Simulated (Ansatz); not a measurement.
Basis sets compared for [closo-1-(NH3)B7H6]- (B7NH9⁻). Total charge -1; singlet. Geometry PBE-D4/def2-SVPD. Ansatz on 4 threads of Intel Xeon on a shared host; times are rough, and most runs start from earlier orbitals.

Cartesian coordinates in Å:
```
B -0.260 1.042 1.095
B 0.523 -0.416 1.381
B 0.373 0.142 -0.300
B -1.092 -0.741 -0.780
B 0.009 -1.518 0.223
B -1.268 -0.483 1.023
B -1.262 0.839 -0.237
H -0.100 2.077 1.719
H 1.356 -0.626 2.247
N 1.576 0.600 -1.271
H 1.262 1.364 -1.882
H 1.876 -0.191 -1.854
H 2.374 0.926 -0.712
H -1.641 -1.226 -1.755
H 0.404 -2.665 0.103
H -2.178 -0.830 1.756
H -1.950 1.704 -0.754
```

| level | functions | energy (Eh) | HOMO (eV) | LUMO (eV) | wall time |
| --- | --- | --- | --- | --- | --- |
| HF/STO-3G | 49 | -229.4992 | -0.99 | 16.66 | 0.72 s |
| HF/6-31G | 90 | -232.3515 | -3.58 | 7.40 | 1.6 s |
| PBE-D4/def2-SVPD | 232 | -233.7308 | -0.41 | 1.65 | 6.5 s |
| PBE0-D4/def2-SVPD | 232 | -233.7869 | -1.47 | 2.35 | 9.5 s |

(1) Estimate the rows for PBE-D4/def2-TZVPD, PBE0-D4/def2-TZVPD.

## Answers

(1) 
```
             level  functions  energy (Eh)  HOMO (eV)  LUMO (eV)  wall time
 PBE-D4/def2-TZVPD        377    -233.9577      -0.43       1.34       11 s
PBE0-D4/def2-TZVPD        377    -234.0114      -1.47       1.94       19 s
```
